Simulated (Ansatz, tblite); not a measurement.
Removing and adding an electron: ZrFCl3 (ZrCl₃F). Charge 0, multiplicity 1. Geometry: PBE0-D4/def2-SVP. Ansatz, gas phase; energy differences of separate SCF runs; the oxidised species was run as a doublet alone; the reduced species was run as a doublet alone.

```xyz
5

Zr   -0.019    0.024   -0.078
F    -0.450    0.562   -1.828
Cl   -1.221    1.316    1.439
Cl    2.262    0.318    0.275
Cl   -0.572   -2.220    0.192
```

In the def2 sets Zr takes a core potential; there is no spin–orbit coupling. The xTB rows come from tblite.

(1) Estimate orbital energies and vertical ionisation energies and electron affinities at: GFN1-xTB; GFN2-xTB; PBE-D4/def2-TZVP; PBE-D4/def2-TZVPD; r2SCAN-D4/def2-TZVP; r2SCAN-D4/def2-TZVPD; PBE0-D4/def2-TZVP; PBE0-D4/def2-TZVPD.

Results:

(1) 
```json
{"level": "GFN1-xTB", "−HOMO (eV)": "13.57", "vertical IE (eV)": "15.74", "−LUMO (eV)": "10.39", "vertical EA (eV)": "7.56", "HOMO–LUMO gap (eV)": "3.18", "IE − EA (eV)": "8.18", "remarks": "–"}
{"level": "GFN2-xTB", "−HOMO (eV)": "12.53", "vertical IE (eV)": "14.98", "−LUMO (eV)": "9.47", "vertical EA (eV)": "6.68", "HOMO–LUMO gap (eV)": "3.06", "IE − EA (eV)": "8.30", "remarks": "–"}
{"level": "PBE-D4/def2-TZVP", "−HOMO (eV)": "8.32", "vertical IE (eV)": "11.08", "−LUMO (eV)": "3.28", "vertical EA (eV)": "–", "HOMO–LUMO gap (eV)": "5.04", "IE − EA (eV)": "–", "remarks": "–"}
{"level": "PBE-D4/def2-TZVPD", "−HOMO (eV)": "8.33", "vertical IE (eV)": "–", "−LUMO (eV)": "3.32", "vertical EA (eV)": "0.50", "HOMO–LUMO gap (eV)": "5.02", "IE − EA (eV)": "–", "remarks": "HOMO above zero (-1 doublet)"}
{"level": "r2SCAN-D4/def2-TZVP", "−HOMO (eV)": "8.71", "vertical IE (eV)": "11.38", "−LUMO (eV)": "3.18", "vertical EA (eV)": "–", "HOMO–LUMO gap (eV)": "5.54", "IE − EA (eV)": "–", "remarks": "–"}
{"level": "r2SCAN-D4/def2-TZVPD", "−HOMO (eV)": "8.70", "vertical IE (eV)": "–", "−LUMO (eV)": "3.18", "vertical EA (eV)": "0.54", "HOMO–LUMO gap (eV)": "5.52", "IE − EA (eV)": "–", "remarks": "HOMO above zero (-1 doublet)"}
{"level": "PBE0-D4/def2-TZVP", "−HOMO (eV)": "9.72", "vertical IE (eV)": "11.64", "−LUMO (eV)": "2.52", "vertical EA (eV)": "–", "HOMO–LUMO gap (eV)": "7.20", "IE − EA (eV)": "–", "remarks": "–"}
{"level": "PBE0-D4/def2-TZVPD", "−HOMO (eV)": "9.71", "vertical IE (eV)": "–", "−LUMO (eV)": "2.54", "vertical EA (eV)": "0.75", "HOMO–LUMO gap (eV)": "7.17", "IE − EA (eV)": "–", "remarks": "HOMO above zero (-1 doublet)"}
```

Relaxing the reduced species (PBE0-D4/def2-SVPD) changes its energy by -0.59 eV at PBE0-D4/def2-TZVPD, so the adiabatic electron affinity to this nearest minimum is 1.34 eV. At PBE-D4/def2-TZVPD it is 1.18 eV.     A HOMO above zero means that the electron is unbound at that level or that self-interaction error raises the level; the energy of removing that electron tells which. Raw xTB energy differences between charge states are shifted by several eV; the methods need an empirical correction for them.
